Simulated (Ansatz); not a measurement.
SnCl2(pyrrolidide)2 (C8H16Cl2N2Sn), 29 atoms. Hardware: 2 threads of AMD EPYC 7R13 on a shared host and a share (18 GiB) of an NVIDIA H100 80GB HBM3.

In the def2 sets Sn takes a core potential; there is no spin–orbit coupling. Single mean-field runs in def2-TZVP are fitted with def2-universal-jkfit.

**Question.** How many basis functions does each of these Ansatz runs have, and roughly what does it cost? PBE0-D4/def2-TZVP, charge 0 triplet at the geometry of the charge 0 singlet, energy; PBE-D4/def2-TZVP, charge 1 doublet, energy, from earlier orbitals; B97M-V/def2-TZVP, charge -1 doublet at the geometry of the charge 0 singlet, energy, from earlier orbitals; r2SCAN-D4/def2-TZVP, charge 0 triplet at the geometry of the charge 0 singlet, energy, from earlier orbitals; PBE0-D4/def2-TZVP, charge 1 doublet at the geometry of the charge 0 singlet, energy; r2SCANh-D4/def2-TZVP, charge 0 singlet, energy, from earlier orbitals; r2SCAN-D4/def2-TZVP, charge 0 singlet, energy, from earlier orbitals; PBE-D4/def2-TZVP, charge 0 triplet at the geometry of the charge 0 singlet, energy, from earlier orbitals; B97M-V/def2-TZVP, charge 0 singlet, energy, from earlier orbitals; PBE-D4/def2-TZVP, charge -1 doublet at the geometry of the charge 0 singlet, energy, from earlier orbitals; PBE0-D4/def2-TZVP, charge 0 singlet, energy and forces, from earlier orbitals; PBE-D4/def2-SVP, charge 1 doublet, relaxation, 30 steps.

**Answer.** Other jobs shared the machine, so times can vary by a factor of up to 3. A dash marks memory too small to be measured apart from the calling script's.

```json
{"run": "r2SCANh-D4/def2-TZVP, charge 0 singlet, energy, from earlier orbitals", "functions": "530", "fitting or Cholesky vectors": "1516", "wall time": "4.3 s", "peak host memory (GiB)": "1"}
{"run": "PBE-D4/def2-TZVP, charge -1 doublet at the geometry of the charge 0 singlet, energy, from earlier orbitals", "functions": "530", "fitting or Cholesky vectors": "1516", "wall time": "4.3 s", "peak host memory (GiB)": "1.1"}
{"run": "r2SCAN-D4/def2-TZVP, charge 0 singlet, energy, from earlier orbitals", "functions": "530", "fitting or Cholesky vectors": "1516", "wall time": "4.7 s", "peak host memory (GiB)": "1"}
{"run": "PBE-D4/def2-TZVP, charge 0 triplet at the geometry of the charge 0 singlet, energy, from earlier orbitals", "functions": "530", "fitting or Cholesky vectors": "1516", "wall time": "4.8 s", "peak host memory (GiB)": "1.1"}
{"run": "PBE-D4/def2-TZVP, charge 1 doublet, energy, from earlier orbitals", "functions": "530", "fitting or Cholesky vectors": "1516", "wall time": "5.5 s", "peak host memory (GiB)": "1.1"}
{"run": "B97M-V/def2-TZVP, charge 0 singlet, energy, from earlier orbitals", "functions": "530", "fitting or Cholesky vectors": "1516", "wall time": "5.5 s", "peak host memory (GiB)": "1.2"}
{"run": "PBE0-D4/def2-TZVP, charge 0 singlet, energy and forces, from earlier orbitals", "functions": "530", "fitting or Cholesky vectors": "1516", "wall time": "6.5 s", "peak host memory (GiB)": "1.1"}
{"run": "r2SCAN-D4/def2-TZVP, charge 0 triplet at the geometry of the charge 0 singlet, energy, from earlier orbitals", "functions": "530", "fitting or Cholesky vectors": "1516", "wall time": "8 s", "peak host memory (GiB)": "1.3"}
{"run": "B97M-V/def2-TZVP, charge -1 doublet at the geometry of the charge 0 singlet, energy, from earlier orbitals", "functions": "530", "fitting or Cholesky vectors": "1516", "wall time": "9 s", "peak host memory (GiB)": "1.5"}
{"run": "PBE0-D4/def2-TZVP, charge 0 triplet at the geometry of the charge 0 singlet, energy", "functions": "530", "fitting or Cholesky vectors": "1516", "wall time": "9 s", "peak host memory (GiB)": "1.2"}
{"run": "PBE0-D4/def2-TZVP, charge 1 doublet at the geometry of the charge 0 singlet, energy", "functions": "530", "fitting or Cholesky vectors": "1516", "wall time": "10 s", "peak host memory (GiB)": "1.2"}
{"run": "PBE-D4/def2-SVP, charge 1 doublet, relaxation, 30 steps", "functions": "282", "fitting or Cholesky vectors": "3217", "wall time": "83 s", "peak host memory (GiB)": "–"}
```
